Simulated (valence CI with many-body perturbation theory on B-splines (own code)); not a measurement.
The numbers below are computed, except where a source is named.
**Ir⁷²⁺: what the settings do**

Method: valence CI with perturbative core correlation (CI+MBPT): three valence electrons over a frozen Dirac-Fock core [He], a basis of 6 s, 6 p, 5 d, 3 f, 1 g functions for each j, with the one-electron correlation potential Σ1, the two-electron term Σ2, the three-electron term Σ3, Breit, model QED; selected CI, second order for the rest, scaled by the run's own slope (own B-spline code, finite nucleus).

The last digits are not significant, and no measured levels were compared; by estimate large intervals hold to a few tenths of a per cent, small ones and those within an open d or f shell to about a per cent.

The reference run has the lowest level (2s^2 2p1/2) J=1/2 and an ionisation energy of 20641.6 eV. Its largest variational space holds 3236 state functions.

Levels are named by their leading jj configuration (3d3/2^4 stands for four electrons in 3d with j = 3/2), which in mixed levels can hold well under half, so a name can repeat and another be missing. Letters in brackets count levels of one name in rising energy.

Changed runs:
A. lowest core n in screening and Σ2 1 → 2; highest l in the core sums 6 → 4
B. correlating orbitals by l 3 3 3 2 1 → 4 2 2 4 2; factor on the speed of light 1 → 100; QED terms on → off
C. Breit term on → off; QED terms on → off
D. size limit of the variational space 10000 → 300; second order for the rest on → off (bad on purpose)

Excitation energies of the reference run in × 10³ cm⁻¹, and shifts in cm⁻¹:

| Level | Reference | B | C | D |
| --- | --- | --- | --- | --- |
| (2s 2p1/2^2) J=1/2 | 2346.8 | -1339291 | -14982 | +436 |
| (2s^2 2p3/2) J=3/2 | 14162 | -14161093 | +177171 | +1545 |
| (2s 2p1/2 2p3/2) J=3/2 [a] | 15820 | -14812226 | +174343 | +920 |
| (2s 2p1/2 2p3/2) J=5/2 | 16155 |  | +273867 | +1424 |
| (2s 2p1/2 2p3/2) J=1/2 | 16779 |  | +169203 | +1769 |
| (2s 2p1/2 2p3/2) J=3/2 [b] | 16795 | -14965747 | +223850 | +2963 |
| (2p1/2^2 2p3/2) J=3/2 | 19222 |  | +189113 | +3690 |
| (2s 2p3/2^2) J=5/2 | 30126 |  | +403686 | +590 |
| (2s 2p3/2^2) J=1/2 | 31058 |  | +305062 | +2333 |
| (2s 2p3/2^2) J=3/2 | 31063 | -28610578 | +370051 | +3121 |
| (2p1/2 2p3/2^2) J=3/2 | 32959 |  | +368387 | +3793 |
| (2p1/2 2p3/2^2) J=5/2 | 33142 | -29452349 | +462729 | +215 |
| Ionisation energy (eV) | 20641.6 | -2058.1 | +39.7 | -0.24 |

A blank means that the level has no clear partner in that run.

Run A: It gave no result: the setting left no core shell for the response of the core. The program said: "need at least one array to concatenate".
